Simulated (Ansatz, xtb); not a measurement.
Diatomic GeSb, multiplicity 2 (lowest of 2S+1 = 2, 4 at CCSD(T)/def2-TZVPP on PBE0 minima; our sources give no spin for the ground state, which may be another). No spin–orbit coupling. Ge is treated without relativity. The T1 diagnostic near the minimum is 0.051, so single-reference values are doubtful.

The constants come from a fifth-degree fit in 1/R (seven points, main isotopes). In def2 and cc sets the state is the lowest found near the PBE0 minimum, followed along R.

Run with Ansatz (Gaussian orbitals); xtb for the GFN methods.  In def2 rows elements past Kr take small-core potentials, without spin–orbit coupling. The GFN methods have no spin term and hold the electronic entropy of 300 K.

```tsv
level	r_e (Å)	ω_e (cm⁻¹)	ω_e x_e (cm⁻¹)	B_e (cm⁻¹)	dipole (D)
GFN2-xTB	2.427	300	0.75	0.0624	-
SVWN5/def2-TZVPP	2.436	285	0.51	0.0619	0.20
PBE/def2-TZVPP	2.473	273	0.53	0.0601	0.27
B3LYP/def2-TZVPP	2.461	281	0.56	0.0607	0.40
```

Ansatz is a first-principles code.
